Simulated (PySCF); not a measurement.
Successive ionisation energies of one element at GMP2 (screened spin-orbit), starting from the ion with 20 electrons. Calculated with PySCF 2.14, two-component X2C-1e (Gaussian nucleus, no Breit or QED terms), each ion in its own even-tempered basis; GMP2 freezes the deep shells of the larger ions and drops the highest virtual spinors; eV.

5.910, 11.782, 50.399, 66.458, 83.638, 107.56, 126.78, 147.39, 188.08, 211.25, 591.37, 657.98

Q: Which element is it?

A: Calcium (Ca, Z = 20); the list starts at Ca. The hydrogenic estimate 13.606 eV × (q + 1)²/n² with q = 0 and n = 4 gives 0.850 eV for the first entry, a lower bound because the other electrons screen the nucleus only in part.
